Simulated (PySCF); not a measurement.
**Spin states of GaGe**

Unrestricted PBE0; basis Ga pcseg-1, Ge pcseg-1; no relativity; PySCF 2.14. Outer shells of the fragments: Ga 3d10 4s2 4p1; Ge 3d10 4s2 4p2.

Followed along the bond (rough minima from three points):

```json
{"2Ms+1": "4", "unpaired": "σ ↑, π ↑↑", "⟨S²⟩ at the start": "3.75", "R at minimum (Å)": "2.48", "Te (eV)": "0.00"}
{"2Ms+1": "2", "unpaired": "σ ↓, π ↑↑", "⟨S²⟩ at the start": "1.77", "R at minimum (Å)": "2.46", "Te (eV)": "0.35"}
{"2Ms+1": "2", "unpaired": "σ ↑, π ↑↓", "⟨S²⟩ at the start": "1.76", "R at minimum (Å)": "2.47", "Te (eV)": "0.40"}
{"2Ms+1": "2", "unpaired": "σ ↑", "⟨S²⟩ at the start": "0.76", "R at minimum (Å)": "2.49", "Te (eV)": "1.06"}
{"2Ms+1": "2", "unpaired": "π ↑", "⟨S²⟩ at the start": "0.76", "R at minimum (Å)": "2.32", "Te (eV)": "1.16"}
```

Solutions found at the starting distance of 2.365 Å, counted from the lowest of them; the search is not exhaustive and high or unbound solutions are not listed, so other states can lie among these:

| 2Ms+1 | unpaired | term | E (eV) | ⟨S²⟩ | ⟨Lz²⟩ | μ (D) |
| --- | --- | --- | --- | --- | --- | --- |
| 4 | σ ↑, π ↑↑ | ⁴Σ⁻ | 0.00 | 3.75 | 0.00 | -1.08 |
| 2 | σ ↓, π ↑↑ | mixed | 0.33 | 1.77 | 0.00 | -1.11 |
| 2 | σ ↑, π ↑↓ | mixed | 0.40 | 1.76 | 2.01 | -0.99 |
| 2 | σ ↑ | mixed | 1.07 | 0.76 | 2.00 | -0.67 |
| 2 | π ↑ | ²Π | 1.13 | 0.76 | 1.01 | -1.63 |
| 2 | π ↑ | ²Π | 1.25 | 0.75 | 1.00 | 0.45 |
| 4 | π ↑↑↑ | ⁴Π | 2.64 | 3.76 | 1.00 | -0.16 |
| 4 | σ ↑, π ↑↑ | mixed | 2.87 | 3.76 | 2.01 | 1.55 |

A term symbol is given only where ⟨S²⟩ and ⟨Lz²⟩ are close to those of a pure state; real π, δ and φ orbitals otherwise mix terms. A positive dipole means Ga(−)Ge(+).

Spin–orbit coupling is left out.
